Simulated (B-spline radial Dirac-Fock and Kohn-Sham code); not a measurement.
## Compton profile of Tb⁶¹⁺

System: the Tb⁶¹⁺ ion, configuration [He] 2s2.

Method: the impulse approximation on Dirac-Fock orbitals of the configuration average with a finite nucleus. Computed with a radial B-spline solver. pz is in atomic units of momentum; subshell profiles are per electron, for a selection of subshells; open shells are spread over both j values by their weights.

| pz | J total | J 1s1/2 | J 2s1/2 |
| --- | --- | --- | --- |
| 0 | 0.1035 | 0.0119 | 0.0399 |
| 0.76 | 0.1032 | 0.0119 | 0.0397 |
| 1.1 | 0.1029 | 0.0119 | 0.0396 |
| 1.5 | 0.1023 | 0.0119 | 0.0393 |
| 2.1 | 0.1012 | 0.0119 | 0.0387 |
| 2.9 | 0.09913 | 0.0118 | 0.0377 |
| 4.1 | 0.09501 | 0.0118 | 0.0357 |
| 5.8 | 0.08741 | 0.0116 | 0.0321 |
| 8.1 | 0.07515 | 0.0114 | 0.0262 |
| 11 | 0.05913 | 0.0110 | 0.0185 |
| 16 | 0.03708 | 0.0102 | 0.00838 |
| 22 | 0.02324 | 0.00890 | 0.00272 |
| 31 | 0.01606 | 0.00689 | 0.00114 |
| 44 | 0.01083 | 0.00438 | 0.00104 |
| 61 | 0.005709 | 0.00226 | 0.000591 |

J(0) = 0.1035. The 2s1/2 subshell gives the largest part, 77 %.

Mean momentum ⟨p⟩ by subshell (a.u.): 1s1/2 64.3, 2s1/2 24.3.
